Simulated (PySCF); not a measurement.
niobium atom (Nb), sextet (core potentials on Nb); DF-B97M-V/def2-TZVP (PySCF).

Input for PySCF:
```python
from pyscf import gto, scf, dft

mol = gto.Mole()
mol.atom = '''
    Nb    0.000000    0.000000    0.000000
'''
mol.basis = 'def2-tzvp'
mol.ecp = {'Nb': 'def2-tzvp'}
mol.charge = 0
mol.spin = 5
mol.verbose = 4
mol.build()

mf = dft.UKS(mol)
mf.xc = 'b97m_v'
mf = mf.density_fit(auxbasis='def2-universal-jkfit')
mf.kernel()
```

It wrote (shortened):

```
PySCF version 2.14.0

[INPUT] verbose = 4
[INPUT] num. atoms = 1
[INPUT] num. electrons = 13
[INPUT] charge = 0
[INPUT] spin (= nelec alpha-beta = 2S) = 5
[INPUT] symmetry False subgroup None
[INPUT] Mole.unit = angstrom
[INPUT] Symbol           X                Y                Z      unit          X                Y                Z       unit  Magmom
[INPUT]  1 Nb     0.000000000000   0.000000000000   0.000000000000 AA    0.000000000000   0.000000000000   0.000000000000 Bohr   0.0

nuclear repulsion = 0
number of shells = 14
number of NR pGTOs = 60
number of NR cGTOs = 40
basis = def2-tzvp
ecp = {'Nb': 'def2-tzvp'}

******** <class 'pyscf.df.df_jk.DFUKS'> ********
method = DFUKS
initial guess = minao
damping factor = 0
level_shift factor = 0
DIIS = <class 'pyscf.scf.diis.CDIIS'>
diis_start_cycle = 1
diis_space = 8
diis_damp = 0
SCF conv_tol = 1e-09
SCF conv_tol_grad = None
SCF max_cycles = 50
direct_scf = False
number electrons alpha = 9  beta = 4
XC library pyscf.dft.libxc version 7.1.2
    S. Lehtola, C. Steigemann, M. J. T. Oliveira, and M. A. L. Marques,  SoftwareX 7, 1–5 (2018)
XC functionals = b97m_v
    N. Mardirossian and M. Head-Gordon,  J. Chem. Phys. 142, 074111 (2015)
radial grids:
    Treutler-Ahlrichs [JCP 102, 346 (1995); DOI:10.1063/1.469408] (M4) radial grids

becke partition: Becke, JCP 88, 2547 (1988); DOI:10.1063/1.454033
pruning grids: <function nwchem_prune>
grids dens level: 3
symmetrized grids: False
atomic radii adjust function: <function treutler_atomic_radii_adjust>
** Following is NLC and NLC Grids **
NLC functional = b97m_v
radial grids:
    Treutler-Ahlrichs [JCP 102, 346 (1995); DOI:10.1063/1.469408] (M4) radial grids

becke partition: Becke, JCP 88, 2547 (1988); DOI:10.1063/1.454033
pruning grids: <function nwchem_prune>
grids dens level: 3
symmetrized grids: False
atomic radii adjust function: <function treutler_atomic_radii_adjust>
small_rho_cutoff = 0
Set gradient conv threshold to 3.16228e-05
tot grids = 22440
tot grids = 22440
init E= -50.6836024045583

cycle= 1 E= -56.117674064854  delta_E= -5.43  |g|=  1.1  |ddm|= 3.11

cycle= 2 E= -54.642738419902  delta_E= 1.47  |g|= 1.49  |ddm|= 3.14
cycle= 3 E= -56.7026801463435  delta_E= -2.06  |g|= 0.313  |ddm|= 2.85
cycle= 4 E= -56.7722796986911  delta_E= -0.0696  |g|= 0.301  |ddm|= 1.21
cycle= 5 E= -56.820643751855  delta_E= -0.0484  |g|= 0.152  |ddm|= 0.217
cycle= 6 E= -56.8370199136001  delta_E= -0.0164  |g|= 0.0107  |ddm|= 0.25
cycle= 7 E= -56.8371331931448  delta_E= -0.000113  |g|= 0.000811  |ddm|= 0.026
cycle= 8 E= -56.8371345361216  delta_E= -1.34e-06  |g|= 0.000517  |ddm|= 0.00548
cycle= 9 E= -56.83713486829  delta_E= -3.32e-07  |g|= 0.000376  |ddm|= 0.00156
cycle= 10 E= -56.8371353040662  delta_E= -4.36e-07  |g|= 0.00033  |ddm|= 0.00361
cycle= 11 E= -56.8371360475112  delta_E= -7.43e-07  |g|= 7.79e-05  |ddm|= 0.0107
cycle= 12 E= -56.8371360808088  delta_E= -3.33e-08  |g|= 2.26e-05  |ddm|= 0.00335
cycle= 13 E= -56.8371360802618  delta_E= 5.47e-10  |g|= 2.1e-05  |ddm|= 0.00119
Extra cycle  E= -56.8371360810007  delta_E= -7.39e-10  |g|= 9.41e-06  |ddm|= 8.21e-05
converged SCF energy = -56.8371360810007  <S^2> = 8.7509192  2S+1 = 6.0003064
```
